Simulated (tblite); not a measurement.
Compound: C₅H₁₅B₂N.
Atom-mapped SMILES: `[CH3:1][BH:2][C@H:3]([CH2:4][CH3:5])[B:6]([CH3:7])[NH2:8]` (hydrogens: H9, H10, H11 on C1; H12 on B2; H13 on C3; H14, H15 on C4; H16, H17, H18 on C5; H19, H20, H21 on C7; H22, H23 on N8)

Computed with GFN2-xTB (tblite), gas phase: L-BFGS steps from a force-field or distance-geometry start until the largest atomic force falls under 0.01 eV/Å.

Geometry at step 3:
```
atom  x, y, z in Å
C1      3.0143   -0.2219   -0.1749
B2      1.5994   -0.0782   -0.8481
C3      0.2759   -0.3163   -0.0114
C4     -0.5671   -1.4623   -0.6483
C5     -1.7422   -1.8809    0.2312
B6     -0.5485    1.0512    0.0502
C7     -0.7831    1.7487    1.4667
N8     -1.0962    1.6873   -1.1473
H9      3.1605   -1.2277    0.2196
H10     3.1115    0.4608    0.6676
H11     3.8224   -0.0190   -0.8714
H12     1.5305    0.2134   -1.9833
H13     0.5398   -0.6307    1.0060
H14     0.0715   -2.3347   -0.7997
H15    -0.9375   -1.1443   -1.6227
H16    -2.2623   -2.7252   -0.2149
H17    -1.3951   -2.1809    1.2172
H18    -2.4539   -1.0688    0.3467
H19    -1.3261    1.0855    2.1364
H20     0.1636    1.9812    1.9481
H21    -1.3529    2.6711    1.3782
H22    -0.7305    2.6242   -1.2663
H23    -2.0989    1.7948   -1.0695
```

**Question.** What forces act on the atoms?

**Answer.** 
```tsv
atom	Fx (eV/Å)	Fy (eV/Å)	Fz (eV/Å)
C1	-0.070	0.033	-0.087
B2	-0.159	0.040	-0.115
C3	-0.064	-0.064	-0.066
C4	0.071	0.192	0.034
C5	0.066	0.041	-0.032
B6	0.077	-0.078	0.256
C7	0.028	-0.072	-0.155
N8	0.054	-0.179	-0.099
H9	-0.007	0.063	0.036
H10	0.044	-0.045	0.044
H11	0.125	0.003	0.074
H12	-0.085	-0.079	0.031
H13	-0.122	-0.028	-0.054
H14	0.051	-0.006	-0.012
H15	0.036	0.059	0.016
H16	-0.011	-0.044	-0.029
H17	0.005	0.017	0.033
H18	0.009	0.084	0.019
H19	0.030	0.001	0.063
H20	0.008	-0.009	0.065
H21	-0.005	0.069	0.113
H22	0.025	-0.017	-0.070
H23	-0.107	0.020	-0.065
```

The largest, 0.28 eV/Å, acts on B6; the rms over all components is 0.076 eV/Å. The forces sum to zero within rounding, as they must for an isolated molecule in no field.

**Question.** Give the force on B6 in Eh/bohr and in nN.

**Answer.** 0.278 eV/Å ÷ 51.422 = 0.00542 Eh/bohr, and 0.278 eV/Å × 1.602 = 0.45 nN.

**Question.** How far is this geometry from the end of the optimisation?

**Answer.** 1.073 eV above it, and 0.652 Å rms away after alignment. The bonds farthest from their final lengths, with half the difference of the two atoms' forces along the bond (positive lengthens):

```
  bond  now (Å)  final (Å)  force along bond (eV/Å)
 B6–N8    1.462      1.384                    +0.13
 C3–C4    1.559      1.539                    -0.15
 B2–C3    1.584      1.565                    -0.02
 C3–B6    1.598      1.616                    -0.04
 B6–C7    1.596      1.587                    -0.18
N8–H22    1.013      1.006                    +0.07
```

The angle farthest from its final value is B6–N8–H23, 110.8° against 123.8°.

Of the 4 listed bonds off by 0.010 Å or more, this force points towards the final length in 2.

The cost below is that of the whole relaxation. Time: 0.98 s of wall time. Hardware: one thread of an Arm Neoverse V2, shared host with 192 logical CPUs at a one-minute load of 78.
